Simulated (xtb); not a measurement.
CH3Te (SMILES C[Te]), doublet, from a rough starting geometry; GFN2-xTB (xtb).

The xtb input:
```
$ xtb mol.xyz --gfn 2 --uhf 1 --opt vtight --json

# file mol.xyz
5

C     -0.20078390    -0.02284406    -0.03479342
Te     1.94123545     0.03387065    -0.00031104
H     -0.59519521    -0.78261259    -0.70087691
H     -0.56571959    -0.19378403     0.99577850
H     -0.59525564     0.92069863    -0.34032441
```

Output, abridged:

```
   ID    Z sym.   atoms
    1    6 C      1
    2   52 Te     2
    3    1 H      3-5

           -------------------------------------------------
          |                Calculation Setup                |
           -------------------------------------------------

           -------------------------------------------------
          |                 G F N 2 - x T B                 |
           -------------------------------------------------

          ...................................................
          :                      SETUP                      :
          :.................................................:
          :  # basis functions                  17          :
          :  # atomic orbitals                  16          :
          :  # shells                            8          :
          :  # electrons                        13          :
          :  max. iterations                   250          :
          :  Hamiltonian                  GFN2-xTB          :
          :  restarted?                      false          :
          :  GBSA solvation                  false          :
          :  PC potential                    false          :
          :  electronic temp.          300.0000000     K    :
          :  accuracy                    1.0000000          :
          :  -> integral cutoff          0.2500000E+02      :
          :  -> integral neglect         0.1000000E-07      :
          :  -> SCF convergence          0.1000000E-05 Eh   :
          :  -> wf. convergence          0.1000000E-03 e    :
          :  Broyden damping             0.4000000          :
          :  net charge                          0          :
          :  unpaired electrons                  1          :
          ...................................................

 iter      E             dE          RMSdq      gap      omega  full diag
   1     -6.7540182 -0.675402E+01  0.118E+01    4.60       0.0  T
   2     -6.7584048 -0.438660E-02  0.472E+00    4.86       1.0  T
   3     -6.7571361  0.126876E-02  0.489E+00    4.68       1.0  T
   4     -6.7568923  0.243740E-03  0.498E+00    4.67       1.0  T
   5     -6.7594939 -0.260153E-02  0.173E+00    4.83       1.0  T
   6     -6.7597627 -0.268829E-03  0.850E-01    4.84       1.0  T
   7     -6.7598088 -0.460614E-04  0.996E-01    4.84       1.0  T
   8     -6.7597654  0.433841E-04  0.132E-01    4.85       1.0  T
   9     -6.7597650  0.423701E-06  0.468E-02    4.85       1.0  T
[...]
         :: total energy              -6.701490791973 Eh    ::
 * total energy  :    -6.7014908 Eh     change       -0.7105427E-14 Eh
 * total energy  :    -6.7014291 Eh     change        0.6166819E-04 Eh
 * total energy  :    -6.7022799 Eh     change       -0.8507288E-03 Eh
 * total energy  :    -6.7023731 Eh     change       -0.9324028E-04 Eh
 * total energy  :    -6.7023414 Eh     change        0.3165841E-04 Eh
 * total energy  :    -6.7024367 Eh     change       -0.9527121E-04 Eh
 * total energy  :    -6.7024360 Eh     change        0.6758054E-06 Eh
 * total energy  :    -6.7024382 Eh     change       -0.2218375E-05 Eh
 * total energy  :    -6.7024382 Eh     change        0.6502863E-07 Eh
 * total energy  :    -6.7024386 Eh     change       -0.3945642E-06 Eh
 * total energy  :    -6.7024386 Eh     change       -0.4374217E-09 Eh
   *** GEOMETRY OPTIMIZATION CONVERGED AFTER 11 ITERATIONS ***
         :: total energy              -6.702438578225 Eh    ::
[...]
        15                          0.2317123               6.3052
        16                          0.3622979               9.8586
      -------------------------------------------------------------
                  HL-Gap            0.1754806 Eh            4.7751 eV
             Fermi-level           -0.3080959 Eh           -8.3837 eV

     #   Z          covCN         q      C6AA      α(0)
     1   6 C        3.668    -0.115    22.971     6.872
     2  52 Te       0.893     0.026   426.364    38.483
     3   1 H        0.926     0.029     2.594     2.519
     4   1 H        0.926     0.029     2.594     2.519
     5   1 H        0.926     0.029     2.594     2.519

 Mol. C6AA /au·bohr⁶  :        908.690711
 Mol. C8AA /au·bohr⁸  :      62434.908570
 Mol. α(0) /au        :         52.911104

Wiberg/Mayer (AO) data.
largest (>0.10) Wiberg bond orders for each atom

 ---------------------------------------------------------------------------
     #   Z sym  total        # sym  WBO       # sym  WBO       # sym  WBO
 ---------------------------------------------------------------------------
     1   6 C    3.982 --     3 H    0.999     4 H    0.999     5 H    0.999
                             2 Te   0.986
     2  52 Te   0.965 --     1 C    0.986
     3   1 H    0.992 --     1 C    0.999
     4   1 H    0.992 --     1 C    0.999
     5   1 H    0.992 --     1 C    0.999
 ---------------------------------------------------------------------------

Topologies differ in total number of bonds
Writing topology from bond orders to xtbtopo.mol

molecular dipole:
                 x           y           z       tot (Debye)
 q only:        0.047       0.001       0.000
   full:       -0.463      -0.008      -0.000       1.176
molecular quadrupole (traceless):
                xx          xy          yy          xz          yz          zz
 q only:        0.279       0.006      -0.139      -0.002      -0.000      -0.139
  q+dip:       -3.583      -0.082       1.791       0.016       0.000       1.792
   full:       -1.546      -0.029       0.773       0.019       0.000       0.773

optimized geometry written to: xtbopt.xyz

           -------------------------------------------------
          | TOTAL ENERGY               -6.702438578225 Eh   |
          | GRADIENT NORM               0.000006989301 Eh/α |
          | HOMO-LUMO GAP               4.775071103030 eV   |
           -------------------------------------------------

normal termination of xtb
```
